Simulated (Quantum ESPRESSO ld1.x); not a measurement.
Au20+, configuration [Kr] 4d10 4f12 5s1. All-electron calculation, Dirac Kohn-Sham, PBE, spin-unpolarised, spherical densities, point nucleus; open shells fill j = l - 1/2 first. Program: ld1.x of Quantum ESPRESSO 7.5.

Spin-orbit splittings of the eigenvalues, e(l+1/2) - e(l-1/2), with zeta = 2 splitting/(2l+1) and mean radii in bohr:

2p: occ. 6; splitting (eV) 1837; zeta (eV) 1224; <r> j=l-1/2 0.05797; <r> j=l+1/2 0.06652
3p: occ. 6; splitting (eV) 406.1; zeta (eV) 270.7; <r> j=l-1/2 0.1734; <r> j=l+1/2 0.1890
3d: occ. 10; splitting (eV) 87.35; zeta (eV) 34.94; <r> j=l-1/2 0.1646; <r> j=l+1/2 0.1694
4p: occ. 6; splitting (eV) 100.2; zeta (eV) 66.82; <r> j=l-1/2 0.4044; <r> j=l+1/2 0.4362
4d: occ. 10; splitting (eV) 19.15; zeta (eV) 7.661; <r> j=l-1/2 0.4398; <r> j=l+1/2 0.4497
4f: occ. 12; splitting (eV) 4.418; zeta (eV) 1.262; <r> j=l-1/2 0.4529; <r> j=l+1/2 0.4577
